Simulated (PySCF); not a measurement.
BeCl2, SMILES [Cl][Be][Cl].

Geometry: B3LYP-D3(BJ)/def2-TZVP. The isomer is the one that the SMILES or the coordinates give; other isomers of the formula were not compared.

These are TDDFT-PBE/def2-TZVPD (PySCF) values and carry that method's errors.

Vertical excitations; the highest root listed may be one member of a degenerate set.  State labels are in the subgroup D2h.

List the lowest excited states. (Estimate from the structure and the level; the computed values follow.)


| state | symmetry | energy (eV) | λ (nm) | f | main pairs |
|---|---|---|---|---|---|
| S1 | B3g | 6.99 | 177 | 0.000 | HOMO→LUMO (degenerate set) |
| S2 | B2g | 6.99 | 177 | 0.000 | HOMO−1→LUMO (degenerate set) |
| S3 | Au | 7.12 | 174 | 0.000 | HOMO→LUMO+2 50 %, HOMO−1→LUMO+1 50 % |
| S4 | Au | 7.18 | 173 | 0.000 | HOMO−1→LUMO+1, HOMO→LUMO+2 (degenerate set) |
| S5 | B1u | 7.18 | 173 | 0.000 | HOMO→LUMO+1, HOMO−1→LUMO+2 (degenerate set) |
| S6 | B3u | 7.58 | 164 | 0.104 | HOMO−2→LUMO (degenerate set) |
| S7 | B2u | 7.58 | 164 | 0.104 | HOMO−3→LUMO (degenerate set) |
| S8 | Ag | 7.62 | 163 | 0.000 | HOMO−2→LUMO+2, HOMO−3→LUMO+1 (degenerate set) |
| S9 | B1g | 7.62 | 163 | 0.000 | HOMO−2→LUMO+1, HOMO−3→LUMO+2 (degenerate set) |
| S10 | B1g | 7.64 | 162 | 0.000 | HOMO−3→LUMO+2 50 %, HOMO−2→LUMO+1 50 % |
| T1 | B1u | 6.74 | 184 | 0 | HOMO→LUMO+1 50 %, HOMO−1→LUMO+2 50 % |
| T2 | B3g | 6.82 | 182 | 0 | HOMO→LUMO (degenerate set) |
| T3 | B2g | 6.82 | 182 | 0 | HOMO−1→LUMO (degenerate set) |
| T4 | B1u | 6.89 | 180 | 0 | HOMO−1→LUMO+2 50 %, HOMO→LUMO+1 50 % |
Triplets are in the Tamm–Dancoff approximation, which puts them higher than full response would, so one can lie above its singlet here.
